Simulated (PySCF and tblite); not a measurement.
Results of a calculation; reference values are marked as such.
Molecule: C₄H₁₁BO, numbered as in [BH3-:1][O+:2]1[CH2:3][CH2:4][CH2:5][CH2:6]1; H are named by their carrier, a and b as at the first point (Å):

```
B1       2.152   -0.422    0.221
O2       0.661   -0.191   -0.484
C3       0.177    1.099   -0.110
C4      -1.335    1.033   -0.344
C5      -1.648   -0.465   -0.178
C6      -0.277   -1.071    0.135
H1a      2.001   -0.259    1.392
H1b      2.437   -1.536   -0.071
H1c      2.840    0.399   -0.289
H3a      0.689    1.841   -0.723
H3b      0.406    1.286    0.944
H4a     -1.587    1.374   -1.347
H4b     -1.871    1.652    0.371
H5a     -2.055   -0.881   -1.098
H5b     -2.355   -0.655    0.626
H6a     -0.128   -2.068   -0.281
H6b     -0.095   -1.104    1.213
```

The mean out-of-plane torsion at O2 (0° is planar) is held and the rest relaxed at GFN2-xTB. Energies: PBE0/pcSseg-1 + D3(BJ). Couplings: B3LYP/6-31G* with H pcJ-1 B pcJ-1, gas phase, for ¹H, ¹¹B. (tblite 0.8, PySCF 2.14.)

(1) How do the most sensitive couplings change along the out-of-plane angle?

(2) Set ³J(H4b,H5a) against its H–C–C–H torsion.

Answers

(1) 
```
out-of-plane angle °  ³J(H4b,H5a)  ³J(B1,H3b)  ³J(B1,H6b)  ³J(H3b,H4a)  ³J(H5b,H6b)  ³J(H4a,H5b)  ³J(H3b,H4b)  ³J(B1,H3a)  ³J(H5a,H6a)
                 -39          4.3         1.6         1.6         11.5          8.5          4.2          8.6         0.1          9.5
                 -24          4.5         0.7         0.6         10.4          9.2          4.3          9.4         0.3         10.4
                   0          5.2        -0.1         0.0          9.7          8.6          3.8          9.5         1.1         10.4
                  24          7.2         1.7         1.8          9.0          6.8          2.1         10.3         1.6          8.9
                  39          4.3         2.5         2.5         10.8          8.6          4.5          8.4         1.0          9.4
```
Values in Hz.

(2) 121°: 4.5 Hz, 122°: 4.3 Hz, 122°: 4.3 Hz, 124°: 5.2 Hz, 133°: 7.2 Hz.
